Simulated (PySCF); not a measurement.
Correlation energy of F²⁺ (fluorine, charge +2)

[He] 2s2 2p3, high-spin 4S determinant. Computed with PySCF 2.14 in x2c-TZVPPall with one added diffuse shell each of s, p, d type (6s4p3d1f, 40 functions), with scalar relativity by spin-free X2C-1e. Frozen: 1s2; 5 electrons correlated.

| level | correlation energy (mhartree) |
| --- | --- |
| CCSD | -111.70 |
| (T) | -1.15 |
| CCSD(T) | -112.85 |

Diagnostics: T1 = 0.0028, D1 = 0.0061, largest double amplitude 0.029.

Cost of the coupled-cluster step: about 0.4 core-seconds, for 5 correlated electrons.
